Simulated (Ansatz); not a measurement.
Compare A (`N=C=C(F)[SiH3]`) with its isomer B (`FC1=N[SiH2]C1`).

Gas-phase electronic energies from Ansatz, PBE0-D4/def2-TZVP geometries. CCSD(T)/CBS is the MP2 limit (def2-TZVPP, def2-QZVPP) plus CCSD(T) − MP2 in def2-TZVPP, frozen cores. DFT in def2-TZVPP. B3LYP here is the variant with VWN-RPA as its local correlation; programs differ in this. Each species was taken in one conformer, which may not be the lowest.

A:

```xyz
9

N    -0.6836    0.5037   -2.3021
C    -0.5535   -0.0721   -1.2370
C    -0.2539   -0.6881   -0.1144
F    -0.6953   -1.9621    0.0735
Si    0.7336    0.1201    1.2369
H    -1.5213    1.0763   -2.4034
H     1.9710   -0.6561    1.5044
H    -0.0637    0.1955    2.4881
H     1.0665    1.4828    0.7541
```

B:

```xyz
9

F    -1.344    1.800    0.886
C    -0.462    0.978    0.329
N     0.594    1.376   -0.244
Si    0.969   -0.334   -0.573
C    -0.676   -0.511    0.350
H     0.982   -0.694   -2.010
H     2.185   -0.838    0.107
H    -0.683   -0.941    1.352
H    -1.563   -0.836   -0.196
```

Question: Which is lower in electronic energy at CCSD(T)/CBS, and by how much? (An estimate is asked.)

Answer: Computed: B, by 39.8 kcal/mol.

Question: Give E(B) − E(A) in kcal/mol with CCSD(T)/def2-TZVPP, LDA (SPW92), CCSD(T)/def2-SVP, PBE0-D4, MP2/def2-TZVPP, B3LYP-D4, ωB97M-V. (Best estimate.)

Answer: Ansatz gave: CCSD(T)/def2-TZVPP -39.3, LDA (SPW92) -40.5, CCSD(T)/def2-SVP -36.4, PBE0-D4 -40.0, MP2/def2-TZVPP -42.7, B3LYP-D4 -33.4, ωB97M-V -40.1. None reverses the order clearly.

Question: Does the order hold for the free energy at 298.15 K (harmonic terms from PBE0-D4)? (Estimate.)

Answer: The calculation gave: Yes: G(B) − G(A) = -35.8 kcal/mol, for one conformer each.

Largest T1 diagnostic: 0.015.

From r2SCAN to r2SCAN0 (25 % exact exchange), in def2-TZVPP and without D4, E(B) − E(A) moves by −3.4 kcal/mol. At CCSD(T), def2-SVP lies +3.4 kcal/mol from the extrapolated value and def2-TZVPP +0.4 kcal/mol.
